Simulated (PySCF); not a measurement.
C2H2ClF3.

```xyz
8

F      1.4565    -1.4305     0.6534
C      0.9768    -0.1855     0.3656
F      1.4832     0.2107    -0.8263
C     -0.5548    -0.2714     0.2941
F     -0.9249    -1.0614    -0.7451
Cl    -1.2357     1.3787     0.1118
H      1.2978     0.5244     1.1625
H     -0.9554    -0.6894     1.2420
```

Geometry optimised at PBE-D3(BJ)/def2-SVP. One conformer was computed; it need not be the lowest.

All values below come from PySCF with KT2/pcSseg-1. Non-relativistic, no solvent.

**Question.** Give the absolute GIAO shielding of each atom: isotropic value and principal components (ppm). (An estimate is asked for; the answer gives what the named calculation found.)

**Answer.** 
| atom | σ(iso) | σ11 | σ22 | σ33 | span |
|---|---|---|---|---|---|
| F1 | 283.2 | 187.0 | 310.0 | 352.5 | 165.6 |
| C2 | 62.6 | 43.6 | 67.6 | 76.8 | 33.2 |
| F3 | 311.3 | 203.0 | 331.1 | 400.0 | 197.0 |
| C4 | 75.0 | 37.2 | 80.9 | 106.9 | 69.8 |
| F5 | 329.0 | 267.1 | 304.3 | 415.5 | 148.4 |
| Cl6 | 709.4 | 421.9 | 691.2 | 1015.1 | 593.1 |
| H7 | 25.2 | 22.3 | 25.3 | 27.9 | 5.5 |
| H8 | 24.8 | 20.8 | 25.0 | 28.5 | 7.7 |
